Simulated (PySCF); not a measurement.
Isomers of C6H9NO2Si, from PySCF, PBE0-D3(BJ)/def2-SVP geometry optimisation, gas phase. One conformer each, no zero-point energy, no frequencies.

Question: Which is lower in electronic energy at this level?
A. `[CH3:1][C:2](=[O:3])[O:4][SiH2:5][n:6]1[cH:7][cH:8][cH:9][cH:10]1` with C1–C2–O4–Si5 179°, C2–O4–Si5–N6 180°, O4–Si5–N6–C7 2°: A = 3449, B = 579.3, C = 500.6 MHz, dipole 1.64 D
B. `[CH2:1]=[C:2]([CH3:3])[SiH2:4][O:5][C:6](=[O:7])[CH2:8][C:9]#[N:10]` with C1–C2–Si4–O5 129°, C2–Si4–O5–C6 179°, Si4–O5–C6–O7 5°, O5–C6–C8–C9 20°: A = 1650, B = 709.9, C = 526.2 MHz, dipole 1.84 D

Answer: A. That is `CC(=O)O[SiH2]n1cccc1`, 39.1 kcal/mol below the other.

```tsv
SMILES	mapped SMILES	E (Eh)	relative (kcal/mol)	relative (kJ/mol)	dipole (D)
CC(=O)O[SiH2]n1cccc1	[CH3:1][C:2](=[O:3])[O:4][SiH2:5][n:6]1[cH:7][cH:8][cH:9][cH:10]1	-727.79973	0.0	0.0	1.64
C=C(C)[SiH2]OC(=O)CC#N	[CH2:1]=[C:2]([CH3:3])[SiH2:4][O:5][C:6](=[O:7])[CH2:8][C:9]#[N:10]	-727.73744	39.1	163.5	1.84
```

As drawn, the lower has an aromatic ring, which the higher lacks; the higher has a C≡N group, an Si–C bond and a C=C bond outside aromatic rings, which the lower lacks.
